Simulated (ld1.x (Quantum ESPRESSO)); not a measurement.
# revPBE ultrasoft dataset for germanium, fully relativistic all-electron reference.

The input file (ld1.x (Quantum ESPRESSO) 7.5):

```
&input
   title='Ge', zed=32., rel=2, dft='REVPBE', iswitch=3,
   config='[Ar] 3d10 4s1.75 4p2.25 4d-2', rel_dist='average',
   nld=5, rlderiv=1.90, eminld=-3.0, emaxld=5.0, deld=0.02
 /
 &inputp
   pseudotype=3, tm=.true., lloc=-1, rcloc=1.10,
   nlcc=.false.,
   which_augfun='PSQ', rmatch_augfun_nc=.true.,
   file_pseudopw='Ge.UPF', file_wfcaegen='ae.wfc', file_wfcncgen='nc.wfc', file_beta='beta', file_chi='chi', file_wfcusgen='us.wfc'
 /
5
4S  1  0   1.75   0.00  1.40  1.75  0.0
4S  1  0   0.00   0.65  1.40  1.75  0.0
4P  2  1   2.25   0.00  1.40  1.55  0.0
4P  2  1   0.00   1.25  1.40  1.55  0.0
4D  3  2  -2.00   0.10  1.10  1.45  0.0
 &test
   configts(1)='4s1.75 4p2.25'
 /
```

Command:

```bash
ld1.x < Ge.in > Ge.out
```

The program printed (shortened: banner, matrices, multipoles, cross overlaps and the repeated all-electron block are left out):

```
Program LD1 v.7.5

     !!!!!!!!!!!!!!!!!!! WARNING !!!!!!!!!!!!!!!!!!!!!!!
     Message from routine ld1_readin:
     US requires at least two energies per channel 4D
     !!!!!!!!!!!!!!!!!!!!!!!!!!!!!!!!!!!!!!!!!!!!!!!!!!!

     !!!!!!!!!!!!!!!!!!! WARNING !!!!!!!!!!!!!!!!!!!!!!!
     Message from routine ld1_readin:
     US requires at least two energies per channel 4D
     !!!!!!!!!!!!!!!!!!!!!!!!!!!!!!!!!!!!!!!!!!!!!!!!!!!
     --------------------------- All-electron run ----------------------------

     Ge
     dirac relativistic calculation

     atomic number is 32.00
     dft =REVPBE   lsd =0 sic =0 latt =0  beta=0.20 tr2=1.0E-14
     Exchange-correlation= REVPBE
                           (   1   4   4   4   0   0   0)
     mesh =1207 r(mesh) = 100.41023 a.u. xmin = -7.00 dx = 0.01250
     1 Ry =  13.60569312 eV, c = 137.03599908

     n l j   nl                  e(Ry)          e(Ha)          e(eV)
     Spin orbit split results
     1 0 0.5 1S 1( 2.00)      -805.4797      -402.7398    -10959.1090
     2 0 0.5 2S 1( 2.00)      -100.8250       -50.4125     -1371.7940
     2 1 0.5 2P 1( 2.00)       -89.6672       -44.8336     -1219.9843
     2 1 1.5 2P 1( 4.00)       -87.3249       -43.6624     -1188.1155
     3 0 0.5 3S 1( 2.00)       -12.4185        -6.2092      -168.9621
     3 1 0.5 3P 1( 2.00)        -8.7411        -4.3705      -118.9286
     3 1 1.5 3P 1( 4.00)        -8.4271        -4.2135      -114.6560
     3 2 1.5 3D 1( 4.00)        -2.2088        -1.1044       -30.0521
     3 2 2.5 3D 1( 6.00)        -2.1658        -1.0829       -29.4670
     4 0 0.5 4S 1( 1.75)        -0.8755        -0.4378       -11.9123
     4 1 0.5 4P 1( 0.75)        -0.3057        -0.1529        -4.1596
     4 1 1.5 4P 1( 1.50)        -0.2918        -0.1459        -3.9698
     Averaged results
     1 0     1S 1( 2.00)      -805.4797      -402.7398    -10959.1090
     2 0     2S 1( 2.00)      -100.8250       -50.4125     -1371.7940
     2 1     2P 1( 6.00)       -88.1056       -44.0528     -1198.7384
     3 0     3S 1( 2.00)       -12.4185        -6.2092      -168.9621
     3 1     3P 1( 6.00)        -8.5317        -4.2659      -116.0802
     3 2     3D 1(10.00)        -2.1830        -1.0915       -29.7010
     4 0     4S 1( 1.75)        -0.8755        -0.4378       -11.9123
     4 1     4P 1( 2.25)        -0.2964        -0.1482        -4.0331

     final scf error:  8.1E-15 reached in  30 iterations

     Etot =   -4198.046675 Ry,   -2099.023337 Ha,  -57117.334774 eV

     Ekin =    4287.003199 Ry,    2143.501600 Ha,   58327.649943 eV
     Encl =  -10129.887762 Ry,   -5064.943881 Ha, -137824.144264 eV
     Eh   =    1804.294721 Ry,     902.147360 Ha,   24548.680275 eV
     Exc  =    -159.456832 Ry,     -79.728416 Ha,   -2169.520729 eV

     normalization and overlap integrals

     s(1S/1S) =  1.000000  <r> =   0.0470  <r2> =    0.0030  r(max) =   0.0309
     s(2S/2S) =  1.000000  <r> =   0.2098  <r2> =    0.0520  r(max) =   0.1754
     s(2P/2P) =  1.000000  <r> =   0.1812  <r2> =    0.0403  r(max) =   0.1401
     s(2P/2P) =  1.000000  <r> =   0.1848  <r2> =    0.0418  r(max) =   0.1418
     s(3S/3S) =  1.000000  <r> =   0.6239  <r2> =    0.4492  r(max) =   0.5402
     s(3P/3P) =  1.000000  <r> =   0.6397  <r2> =    0.4819  r(max) =   0.5402
     s(3P/3P) =  1.000000  <r> =   0.6504  <r2> =    0.4980  r(max) =   0.5470
     s(3D/3D) =  1.000000  <r> =   0.7325  <r2> =    0.6886  r(max) =   0.5012
     s(3D/3D) =  1.000000  <r> =   0.7378  <r2> =    0.6989  r(max) =   0.5075
     s(4S/4S) =  1.000000  <r> =   2.1118  <r2> =    5.1566  r(max) =   1.7494
     s(4P/4P) =  1.000000  <r> =   2.8318  <r2> =    9.5854  r(max) =   2.1908
     s(4P/4P) =  1.000000  <r> =   2.8894  <r2> =    9.9862  r(max) =   2.2184

     ------------------------ End of All-electron run ------------------------

     --------------------- Generating US pseudopotential ---------------------

      Generating local potential from pseudized AE potential:
      Matching radius rcloc =   1.1000

      Local pseudo, rcloc= 1.088 Estimated cut-off energy=    20.85 Ry

     Fully relativistic calculation: |psi|^2

     Wfc 4S LC norm =  0.99993519 SC norm =  0.00005994 missing  0.00000488

     Wfc 4P LC norm =  0.99996368 SC norm =  0.00003590 missing  0.00000041

     Wfc 4P LC norm =  0.99996504 SC norm =  0.00002744 missing  0.00000752
      Wfc-us  4S rcutus= 1.749  Estimated cut-off energy=    14.53 Ry
      Wfc-us  4S rcutus= 1.749  Estimated cut-off energy=    17.16 Ry
      Wfc-us  4P rcutus= 1.544  Estimated cut-off energy=    29.45 Ry
      Wfc-us  4P rcutus= 1.544  Estimated cut-off energy=    29.32 Ry
      Wfc-us  4P rcutus= 1.544  Estimated cut-off energy=    31.31 Ry
      Wfc-us  4P rcutus= 1.544  Estimated cut-off energy=    31.12 Ry
      Wfc-us  4D rcutus= 1.432  Estimated cut-off energy=   104.01 Ry
      Wfc-us  4D rcutus= 1.432  Estimated cut-off energy=   103.83 Ry

     Q pseudized with Bessel functions
     Expected ecutrho=     363.9872 due to l1=  2   l2=  2

     ------------------- End of pseudopotential generation -------------------

     Computing logarithmic derivative in   1.89749
     Computing logarithmic derivative in   1.89749
     Computing the partial wave expansion
     R is outside the sphere for l=    0 j= 0.50
     R is outside the sphere for l=    0 j= 0.50
     R is outside the sphere for l=    1 j= 0.50
     R is outside the sphere for l=    1 j= 0.50
     R is outside the sphere for l=    1 j= 1.50
     R is outside the sphere for l=    1 j= 1.50
     R is outside the sphere for l=    2 j= 1.50
     R is outside the sphere for l=    2 j= 2.50

     ---------------------- Testing the pseudopotential ----------------------

     Ge
     dirac relativistic calculation

     atomic number is 32.00   valence charge is  4.00
     dft =REVPBE   lsd =0 sic =0 latt =0  beta=0.20 tr2=1.0E-14
     mesh =1207 r(mesh) = 100.41023 xmin = -7.00 dx = 0.01250

     n l  j  nl             e AE (Ry)       e PS (Ry)    De AE-PS (Ry)
     1 0 0.5 4S   1( 1.75)       -0.87554       -0.87554        0.00000
     2 1 0.5 4P   1( 0.75)       -0.30572       -0.30571       -0.00001
     2 1 1.5 4P   1( 1.50)       -0.29178       -0.29178        0.00000

     eps = 3.1E-15  iter =  4

     Etot =   -4198.046675 Ry,   -2099.023337 Ha,  -57117.334774 eV
     Etotps =    -7.398368 Ry,      -3.699184 Ha,    -100.659928 eV

     Ekin =       2.565294 Ry,       1.282647 Ha,      34.902597 eV
     Encl =     -17.290378 Ry,      -8.645189 Ha,    -235.247574 eV
     Ehrt =       5.757533 Ry,       2.878766 Ha,      78.335222 eV
     Ecxc =      -2.007793 Ry,      -1.003897 Ha,     -27.317420 eV
     Epseu=       3.576977 Ry,       1.788488 Ha,      48.667249 eV

     ---------------------- End of pseudopotential test ----------------------
```

Note: ghost states, extra bound levels that the all-electron valence spectrum of the same l lacks: p3/2 at -53.3 eV, s at -41.1 eV, p1/2 at -38.9 eV, d5/2 at -21.3 eV, d3/2 at -21.2 eV. A true bound ghost makes a file unfit for plane-wave use.

Generation and configuration tests took about 2.7 s on one core of a shared server CPU.
